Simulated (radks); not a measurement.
Isoelectronic series with 13 electrons, each ion in its NIST ground configuration. Method: Dirac Kohn-Sham, PBE, spin-unpolarised, spherical densities, finite nucleus; open shells are shared between the two j in proportion to 2j + 1; Fermi nuclear charge, rms radius of each element as measured or else 0.836 A^(1/3) + 0.57 fm; computed with a radial shooting solver on a logarithmic mesh with Libxc functionals. Total energies (hartree) and mean radii <r> (bohr):

ion	configuration	E (hartree)	3p3/2	3p1/2
Al	[Ne] 3s2 3p1	-242.68477	3.451	3.442
Si+	[Ne] 3s2 3p1	-289.55258	2.460	2.454
P2+	[Ne] 3s2 3p1	-340.84130	1.973	1.968
S3+	[Ne] 3s2 3p1	-396.54406	1.665	1.660
Cl4+	[Ne] 3s2 3p1	-456.66150	1.448	1.443
Ar5+	[Ne] 3s2 3p1	-521.19803	1.284	1.280
K6+	[Ne] 3s2 3p1	-590.16037	1.156	1.151
Ca7+	[Ne] 3s2 3p1	-663.55686	1.052	1.048
Sc8+	[Ne] 3s2 3p1	-741.39714	0.9661	0.9617
Ti9+	[Ne] 3s2 3p1	-823.69200	0.8937	0.8892
V10+	[Ne] 3s2 3p1	-910.45321	0.8316	0.8271
Cr11+	[Ne] 3s2 3p1	-1001.69334	0.7778	0.7732
Mn12+	[Ne] 3s2 3p1	-1097.42590	0.7308	0.7261
Fe13+	[Ne] 3s2 3p1	-1197.66533	0.6891	0.6844
Co14+	[Ne] 3s2 3p1	-1302.42674	0.6521	0.6473
Ni15+	[Ne] 3s2 3p1	-1411.72634	0.6189	0.6139
Cu16+	[Ne] 3s2 3p1	-1525.58043	0.5889	0.5839
Zn17+	[Ne] 3s2 3p1	-1644.00722	0.5618	0.5566
